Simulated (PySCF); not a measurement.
Isomers of C9H8, mass 116.063 u with the commonest isotopes. The calculation used PBE0-D3(BJ)/def2-SVP geometry optimisation, gas phase in PySCF. One conformer each, none proved a minimum here; rigid rotors.

Question: Order these by rotational constant C, smallest first.
A. `CC1=CC=CC1=C1C=C1`
B. `C#CC1=C[C@@]2(C)C=C[C@@H]12`
C. `[CH:1]#[C:2]/[CH:3]=[C:4](\[C:5]#[CH:6])[C:7](=[CH2:8])[CH3:9]` with C3–C4–C7–C8 180°

Answer: C (819.4 MHz), A (967.5 MHz), B (1033 MHz).

Question: Order these by rotational constant A, smallest first.
A. `[CH:1]#[C:2]/[CH:3]=[C:4](\[C:5]#[CH:6])[C:7](=[CH2:8])[CH3:9]` with C3–C4–C7–C8 180°
B. `C#CC1=C[C@@]2(C)C=C[C@@H]12`
C. `CC1=CC=CC1=C1C=C1`

Answer: A (2509 MHz), C (3050 MHz), B (3713 MHz).

```json
{"SMILES": "CC1=CC=CC1=C1C=C1", "point group": "Cs", "Ia (u·Å²)": "165.71", "Ib (u·Å²)": "359.84", "Ic (u·Å²)": "522.38", "κ": "-0.58", "μa (D)": "4.59", "μb (D)": "0.53", "μc (D)": "0.00"}
{"SMILES": "C#C/C=C(\\C#C)C(=C)C", "point group": "Cs", "Ia (u·Å²)": "201.40", "Ib (u·Å²)": "418.57", "Ic (u·Å²)": "616.79", "κ": "-0.54", "μa (D)": "0.54", "μb (D)": "0.21", "μc (D)": "0.00"}
{"SMILES": "C#CC1=C[C@@]2(C)C=C[C@@H]12", "point group": "C1", "Ia (u·Å²)": "136.10", "Ib (u·Å²)": "420.37", "Ic (u·Å²)": "489.45", "κ": "-0.87", "μa (D)": "0.66", "μb (D)": "0.05", "μc (D)": "0.02"}
```
